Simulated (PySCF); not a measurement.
**Telling isomers of C₇H₇ClO₂ apart by NMR**

One averaged value for each set of equivalent atoms, a single conformation, no relativistic terms, in vacuum. Geometry from GFN2-xTB; shieldings: GIAO PBE0/pcSseg-1; PySCF 2.14.0 with density-fitted response routines.

Referencing at the same level of theory: 1H (σ = 31.72 ppm), 13C (σ = 186.93 ppm) vs TMS. Where no couplings were computed, multiplicities follow the n + 1 count of equivalent neighbours, and m marks all less simple cases (inequivalent or close neighbours, rings, F or P nearby). Shifts are as computed. Against solution values, carbons near 30 ppm lie about +3 ppm off and those near 130 ppm about +5 ppm; carbons on Cl a further +6 ppm. Of 1211 compounds with measured shifts, 218 miss one by over three times the rms of a fit or turn the order of signals round; such compounds aren't used in these exercises. Carbons bonded to Cl come out too deshielded.

(1) Tabulate the signals of `Cc1coc(C(=O)Cl)c1C`, `Cc1cc(C)c(C(=O)Cl)o1` and their relative energies.

(2) What is the quickest way to tell Cc1coc(C(=O)Cl)c1C from Cc1cc(C)c(C(=O)Cl)o1?

Results:

(1) 
```json
{"SMILES": "Cc1coc(C(=O)Cl)c1C", "carbon types": "4×C 1×CH 2×CH3", "δC": "165.3, 151.4, 147.2, 146.4, 132.9, 11.3, 10.5", "δH": "7.46 (s, 1H), 2.64 (s, 3H), 2.17 (s, 3H)", "E rel. (kcal/mol)": "3.0"}
{"SMILES": "Cc1cc(C)c(C(=O)Cl)o1", "carbon types": "4×C 1×CH 2×CH3", "δC": "165.9, 162.9, 148.6, 146.7, 121.0, 17.0, 15.5", "δH": "6.38 (s, 1H), 2.52 (s, 3H), 2.51 (s, 3H)", "E rel. (kcal/mol)": "0.0"}
```

Energies are electronic energies at PBE0/pcSseg-1 on these geometries, without zero-point or thermal terms, each for the one conformer computed, which needn't be the lowest.

(2) Both give the same number of carbon signals, with the same numbers of each carbon type, so the positions decide. The first has an aromatic CH next to the ring oxygen at 151.4 ppm, the second an aromatic CH at 121.0 ppm. Their most deshielded carbons lie at 165.3 and 165.9 ppm. In the proton spectra the most deshielded non-exchanging signals are 7.46 (s, 1H) and 6.38 (s, 1H).
